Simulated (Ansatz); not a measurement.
Mulliken charges of CH$_{4}$MoO$_{2}$S$_{2}$, SMILES `C[O][Mo]([OH])(=[S])=[S]` from r2SCAN/def2-TZVPP in Ansatz (PBE0-D4/def2-TZVP geometry).

```tsv
atom	x (Å)	y (Å)	z (Å)	charge (e)
C1	-0.011	-1.837	0.486	0.046
O2	-0.017	-0.687	-0.320	-0.468
Mo3	-0.118	1.132	-0.154	1.164
O4	1.168	1.955	-1.224	-0.496
S5	-2.049	1.775	-0.694	-0.356
S6	0.226	1.603	1.866	-0.348
H7	-1.025	-2.242	0.549	0.076
H8	0.646	-2.579	0.027	0.072
H9	0.348	-1.596	1.491	0.071
H10	0.914	2.423	-2.025	0.239
```

**Question.** By hand: the dipole of these point charges (1 e Å = 4.8032 D).

**Answer.** Σ q r = (0.153, -0.495, -0.137) e Å, of length 0.536 e Å = 2.57 D.

**Question.** How does the dipole of the full density compare? (Best estimate.)

**Answer.** Computed: (0.185, -0.442, -0.273) e Å, 2.65 D; the point charges give 0.97 times that, at 16° from its direction.

Point charges leave out the atoms' own dipoles, such as those of lone pairs, and Mulliken's split depends on the basis, so the close match here is no proof of good charges.
